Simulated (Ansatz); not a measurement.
Program: Ansatz. Geometries: PBE0-D4/def2-TZVP. ΔE: electronic, gas phase. CCSD(T)/CBS adds triple-zeta CCSD(T) − MP2 to the extrapolated MP2 energy (def2 sets, frozen cores). DFT in def2-TZVPP. B3LYP here is the variant with VWN-RPA as its local correlation; programs differ in this. For Ge outer-core shells are correlated without core-valence functions, which leaves a few kJ/mol of doubt a bond. Scalar relativity is left out up to krypton. Each species was taken in one conformer, which may not be the lowest.

Reaction (redistribution): `B[SiH](B)O` + `[O]1[SiH2][GeH2]1` → `B[SiH2]B` + `O[SiH]1[O][GeH2]1`

| level | ΔE (kJ/mol) | difference from CCSD(T)/CBS |
| --- | --- | --- |
| PBE0-D4 | -32.8 | -0.1 |
| B3LYP-D4 | -31.8 | 0.9 |
| ωB97X-V | -30.8 | 1.9 |
| B3LYP | -31.5 | 1.2 |
| MP2/def2-TZVPP | -33.8 | -1.1 |
| CCSD/def2-TZVPP | -32.2 | 0.5 |
| CCSD(T)/def2-TZVPP | -33.5 | -0.8 |
| HF/def2-QZVPP | -27.9 | 4.8 |
| MP2/CBS(def2) | -33.0 | -0.3 |
| CCSD/CBS(def2) | -31.4 | 1.3 |
| CCSD(T)/CBS | -32.7 | 0 |

Largest T1 diagnostic among the species: 0.015.

In def2-TZVPP, CCSD(T) changes the Hartree–Fock value by −5.6 kJ/mol (the triples alone add −1.3 kJ/mol) and MP2 by −5.9 kJ/mol.
